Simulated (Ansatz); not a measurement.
Consider the redistribution: `NBO[SiH3]` + `S=BCl` → `NB(Cl)O[SiH3]` + `B=S`.

Program: Ansatz. Geometries: PBE0-D4/def2-TZVP. ΔE: electronic, gas phase. CCSD(T)/CBS adds triple-zeta CCSD(T) − MP2 to the extrapolated MP2 energy (def2 sets, frozen cores). This one scheme is used for every species. Functionals use def2-TZVPP. B3LYP here is the variant with VWN-RPA as its local correlation; programs differ in this. HSE06 is defined as in plane-wave codes. Each species was taken in one conformer, which may not be the lowest.

`NBO[SiH3]`:

```xyz
10

N    -1.741   -1.262   -0.168
B    -0.735   -0.347   -0.478
O     0.213   -0.046    0.464
Si    1.513    0.956    0.453
H    -2.460   -1.518   -0.820
H    -1.804   -1.718    0.727
H    -0.711    0.167   -1.564
H     1.353    1.961    1.534
H     2.738    0.158    0.708
H     1.634    1.648   -0.857
```

`S=BCl`:

Z-matrix (Å, degrees):
```
B
S 1 1.606
Cl 1 1.677 2 180.0
```

`NB(Cl)O[SiH3]`:

Z-matrix (Å, degrees):
```
Si
O 1 1.641
H 1 1.482 2 108.8
H 1 1.482 2 108.9 3 -120.2
H 1 1.490 2 110.5 3 119.9
B 2 1.357 1 138.0 3 -120.6
Cl 6 1.779 2 117.5 1 -179.9
N 6 1.397 2 124.1 1 0.1
H 8 1.005 6 123.1 2 0.1
H 8 1.003 6 122.1 2 180.0
```

`B=S`:

Z-matrix (Å, degrees):
```
B
S 1 1.598
H 1 1.175 2 180.0
```

| level | ΔE (kJ/mol) | difference from CCSD(T)/CBS |
| --- | --- | --- |
| LDA (SPW92) | 1.5 | 13.0 |
| PBE-D4 | 1.8 | 13.3 |
| PBE0-D4 | -3.1 | 8.4 |
| B3LYP-D4 | -4.0 | 7.5 |
| r2SCANh-D4 | -3.3 | 8.2 |
| r2SCAN0-D4 | -5.2 | 6.3 |
| CAM-B3LYP-D4 | -6.4 | 5.1 |
| r2SCAN | -1.1 | 10.4 |
| r2SCAN0 | -4.3 | 7.2 |
| HSE06 | -0.6 | 10.9 |
| LC-ωPBE | -4.5 | 7.0 |
| RPA@PBE/def2-TZVPP | -7.2 | 4.3 |
| MP2/def2-SVP | -2.8 | 8.7 |
| CCSD(T)/def2-SVP | -5.1 | 6.4 |
| CCSD(T)/def2-TZVPP | -8.6 | 2.9 |
| MP2/def2-QZVPP | -7.4 | 4.1 |
| CCSD(T)/CBS | -11.5 | 0 |

**Question.** What do rigid-rotor, harmonic-oscillator terms from PBE0-D4/def2-TZVP frequencies (298.15 K, 1 bar) make of the CCSD(T)/CBS value? (Estimate.)

**Answer.** Computed: ΔZPE = -2.3 kJ/mol, ΔH = -13.3 kJ/mol, ΔS = 1 J/(mol·K), ΔG = -13.8 kJ/mol. Modes under 50 cm⁻¹ make the entropy rough.

Largest T1 diagnostic among the species: 0.019.

From PBE to PBE0 (25 % exact exchange), in def2-TZVPP and without D4, ΔE moves by −5.2 kJ/mol. In def2-TZVPP, CCSD(T) changes the Hartree–Fock value by +4.7 kJ/mol (the triples alone add +1.0 kJ/mol) and MP2 by +7.6 kJ/mol.
